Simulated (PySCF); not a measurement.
# MI for M along group 13

PBE0 with double-zeta basis sets in PySCF, for the lowest determinant that a PBE0 search found; no spin–orbit coupling. De refers to high-spin ground-configuration atoms. A positive dipole means M(−)I(+).

| M | basis | state (unpaired electrons) | Re (Å) | ωe (cm⁻¹) | De (eV) | μ (D) |
| --- | --- | --- | --- | --- | --- | --- |
| B | x2c-SVPall | singlet (closed shell) | 2.127 | 597 | 3.81 | 1.62 |
| Al | def2-SVP | singlet (closed shell) | 2.551 | 319 | 3.92 | -1.78 |
| Ga | def2-SVP | singlet (closed shell) | 2.590 | 220 | 3.80 | -2.44 |
| In | def2-SVP | singlet (closed shell) | 2.791 | 176 | 3.64 | -3.62 |
| Tl | def2-SVP | singlet (closed shell) | 2.867 | 149 | 3.57 | -4.63 |

The shortest bond is that of BI (2.127 Å), the longest that of TlI (2.867 Å).

The rows differ in basis set, which adds steps of its own.

Down a group the atoms grow and get heavier, so bonds lengthen and wavenumbers fall; this series shows no clear exception.

Spin–orbit coupling is left out, which matters for elements this heavy, above all for dissociation energies.
